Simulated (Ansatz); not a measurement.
Ansatz (a program for electronic structure) input for C3H7O2, SMILES OC(C)C[O], multiplicity 2, PBE/def2-SVPD. Geometry: ωB97X-D3(BJ)/def2-SVP. The isomer is the one that the SMILES or the coordinates give; other isomers of the formula were not compared. One conformer was computed; it need not be the lowest.

Ansatz 0.2 input:
```yaml
crystal:
  periodic: [false, false, false]
  atoms:
    - {symbol: C, position_ang: [1.53848117, 0.14237430, 0.04644732]}
    - {symbol: C, position_ang: [0.08085283, 0.53314205, -0.15340419]}
    - {symbol: O, position_ang: [-0.36775346, 1.47182412, 0.80629251]}
    - {symbol: C, position_ang: [-0.85193978, -0.66962950, -0.00005281]}
    - {symbol: O, position_ang: [-0.60170826, -1.71438600, -0.82773937]}
    - {symbol: H, position_ang: [2.20924551, 1.00025215, -0.12603337]}
    - {symbol: H, position_ang: [1.69539325, -0.21970420, 1.07562114]}
    - {symbol: H, position_ang: [1.81378851, -0.65738432, -0.65749395]}
    - {symbol: H, position_ang: [-0.05189926, 0.92892315, -1.18141856]}
    - {symbol: H, position_ang: [0.18571455, 2.25753228, 0.74428028]}
    - {symbol: H, position_ang: [-0.78575037, -1.05225593, 1.04729612]}
    - {symbol: H, position_ang: [-1.91516363, -0.35218935, -0.08861862]}
basis:
  gaussian:
    orbitals: def2-SVPD
hamiltonian:
  xc: {name: PBE}
magnetization: {spin_polarized: true, initial_magnetization: 1}
```

Log of the run:

```
WARN ansatz: RAYON_NUM_THREADS=1 ignored (pool sized by the plan → 1); use --threads N
Functional definition: PBE
integrals: 0.08 GiB planned
1325 factors; their error is unknown
mean field: 0.77 GiB planned
mean field evaluation 1: about -7293.1053 eV, gradient 4.9e1 eV
mean field evaluation 2: about -7259.6050 eV, gradient 9.4e1 eV
mean field evaluation 4: about -7303.5041 eV, gradient 6.5e0 eV
mean field evaluation 8: about -7303.7085 eV, gradient 1.6e-1 eV
mean field evaluation 16: about -7303.6247 eV, gradient 2.6e-3 eV
mean field evaluation 32: about -7303.1738 eV, gradient 6.1e0 eV
mean field -7303.62465198 eV, -268.4032553858 hartree, gradient 4.2e-6 eV, S^2 0.752577; 4 other end points of the search recorded, 0 dependent functions left out
reference -7303.62470153 eV, -268.4032572067 hartree; 21, 20 occupied and 141, 142 virtual orbitals, 1325 factors
Total energy: -7303.62470153 eV, -268.4032572067 hartree
```

Self-consistency was reached.

Cost: roughly 14 core-seconds.
